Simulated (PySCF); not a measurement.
# Radial density of Al⁻ (aluminium, charge -1)

UHF, [Ne] 3s2 3p2, high-spin 3P determinant. Computed with PySCF 2.14 in aug-cc-pwCVQZ, with no relativity, point nucleus.

```
r (bohr)  4πr²ρ (e/bohr)  4πr²(ρα − ρβ)
 0.00198         0.06549         0.0000
 0.00333          0.1790         0.0000
 0.00560          0.4773        -0.0001
 0.00941           1.223        -0.0003
  0.0158           2.930        -0.0007
  0.0266           6.270        -0.0013
  0.0448           11.12        -0.0018
  0.0754           14.53         0.0004
   0.127           12.12         0.0115
   0.213           8.468         0.0348
   0.359           11.76         0.0484
   0.603           10.85         0.0158
    1.01           3.197         0.0037
    1.71           1.110         0.1933
    2.87           1.092         0.4506
    4.83          0.4165         0.3100
    8.12         0.07751         0.0748
    13.7        0.006600         0.0066
    23.0       1.251e-05         0.0000
```
